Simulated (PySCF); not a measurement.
**Excitation energy of He by level of theory**

He 1s2 (1S) → He 1s1 2p1 (3P), as a difference of total energies. All numbers are calculated (PySCF 2.14, the non-relativistic Hamiltonian (point nucleus), in aug-cc-pVQZ with one added diffuse shell each of s, p, d, f type (6s5p4d3f, 62 functions)). Correlated levels: valence: nothing frozen. The calculations carry no spin-orbit coupling.

| method | excitation energy (eV) |
| --- | --- |
| UHF | 19.938 |
| LDA | 20.389 |
| PBE | 20.421 |
| PBE0 | 20.501 |
| r2SCAN | 20.812 |
| B3LYP | 20.988 |
| CAM-B3LYP | 21.005 |
| TPSSh | 20.837 |
| M06-L | 20.843 |
| MP2 (valence) | 20.872 |
| SCS-MP2 (valence) | 21.092 |

Q: How much does correlation contribute at MP2 (valence)?

A: 20.872 − (19.938) = 0.934 eV, measured against UHF.

Errors of the correlated levels include the incompleteness of this basis.

The promoted electron is Rydberg-like, and one or two diffuse shells describe it only roughly, which tends to raise the upper state.

For comparison: 20.964 eV (measured; NIST levels, between the centres of gravity of the two terms).
